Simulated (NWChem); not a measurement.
**Basis-set convergence for HFPb**

```xyz
3

Pb    -0.1519     0.1352     0.0000
H      1.1372     1.5262     0.0000
F      1.2573    -1.4014     0.0000
```
Charge 0, spin multiplicity 1.

Everything below was run with NWChem. The geometry was optimised at PBE/def2-SVP with def2 effective core potentials on Pb, a minimum by its harmonic frequencies.

Quantity: LUMO energy at the level PBE.

Effective core potentials replace the inner electrons of Pb; spin-orbit coupling is left out. The structure started from a generated list of species.

Costs are rough ratios of processor time within this set of runs, SCF included, with def2-SVP as 1.

```tsv
basis	functions	LUMO energy (eV)	relative cost
def2-SVP	45	…	1
def2-SVPD	63	-3.68	under 3
def2-TZVP	87	-3.60	under 3
def2-TZVPP	95	-3.60	under 3
def2-TZVPD	105	-3.66	3
def2-QZVP	169	…	10
```

Question: Some entries are withheld; supply them.

Answer: 
- def2-SVP, LUMO energy (eV): -3.45
- def2-QZVP, LUMO energy (eV): -3.64
